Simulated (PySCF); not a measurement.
**ZnC⁻: frontier orbitals**

BHandHLYP at R = 2.056 Å; basis Zn def2-SVPD, C def2-SVPD; no relativity; PySCF 2.14. State: ⁴Σ⁻ (quartet), unpaired electrons σ ↑, π ↑↑. Only the outer orbitals are listed, counted within each symmetry.

| spin | orbital | occ. | ε (eV) | on Zn (%) | main shells (%) |
| --- | --- | --- | --- | --- | --- |
| α | 9σ | 1 | -3.20 | 45 | 52 C p, 43 Zn s |
| α | 4π | 1 | -1.65 | 10 | 90 C p, 10 Zn p |
| α | 4π | 1 | -1.65 | 10 | 90 C p, 10 Zn p |
| α | 10σ | 1 | -0.03 | 71 | 39 Zn s, 31 Zn p, 22 C p |
| α | 5π | 0 | 5.01 | 94 | 94 Zn p |
| α | 5π | 0 | 5.01 | 94 | 94 Zn p |
| β | 8σ | 1 | -7.22 | 25 | 74 C s, 13 Zn s, 8 Zn d |
| β | 9σ | 1 | -0.96 | 86 | 84 Zn s, 8 C s |
| β | 4π | 0 | 4.14 | 87 | 87 Zn p, 13 C p |
| β | 4π | 0 | 4.14 | 87 | 87 Zn p, 13 C p |
| β | 10σ | 0 | 4.55 | 51 | 52 Zn p, 29 C p, 20 C s |

Q: Which are the highest filled and the lowest empty level, where do they sit, and how wide is the gap?

A: Highest filled α 10σ at -0.03 eV (in %: 39 Zn s, 31 Zn p, 22 C p); lowest empty β 4π at 4.14 eV (in %: 87 Zn p, 13 C p); the gap at BHandHLYP is 4.17 eV. An empty level above zero is unbound, and its energy depends on the basis.

- bond order (Mayer): 0.90
- ⟨S²⟩: 3.768
- charge on Zn (Mulliken, basis-dependent): -0.37
- charge on Zn (Löwdin, basis-dependent): -0.25
- dipole moment (positive dipole points towards C; it is taken about the centre of mass and depends on that origin): -1.77 D

The state is the lowest determinant that a PBE0 search found; another state may lie lower at other levels.
